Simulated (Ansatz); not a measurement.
`F[SiH]1CC1=S`. Total charge 0; spin multiplicity 1.

Z-matrix (Å, degrees):
```
Si
C 1 1.850
C 1 1.831 2 48.3
F 1 1.590 2 116.1 3 112.9
H 1 1.475 2 125.7 3 -103.4
H 2 1.098 1 105.8 3 -105.9
H 2 1.088 1 134.5 3 108.8
S 3 1.598 1 152.2 2 -146.9
```

List the harmonic frequencies (cm⁻¹, unscaled) at PBE0-D4/def2-TZVP in Ansatz. (Best estimate.)

Ansatz gave: 87, 209, 227, 365, 537, 560, 605, 666, 780, 892, 928, 941, 1024, 1329, 1375, 2280, 3045, 3161.

Is this a minimum?

Yes, all 18 modes are real.

Give the ideal-gas thermochemistry at 298.15 K and 1 bar (rigid rotor, harmonic oscillator; point group C1, symmetry number 1).

Zero-point energy 113.7 kJ/mol; H(298) − E = 131.8 kJ/mol; entropy 328.0 J/(mol·K), of which translation 167.0, rotation 113.2, vibration 47.7; G(298) − E = 34.0 kJ/mol. Modes under 100 cm⁻¹ are hindered rotations or soft bends, so the harmonic entropy is rough.

And at 400, 500, 600, 800 and 1000 K?


| T (K) | H − E (kJ/mol) | S (J/mol/K) | G − E (kJ/mol) |
| --- | --- | --- | --- |
| 400 | 142.1 | 357.6 | -0.9 |
| 500 | 153.7 | 383.3 | -38.0 |
| 600 | 166.3 | 406.4 | -77.5 |
| 800 | 194.0 | 446.1 | -162.9 |
| 1000 | 223.8 | 479.3 | -255.5 |
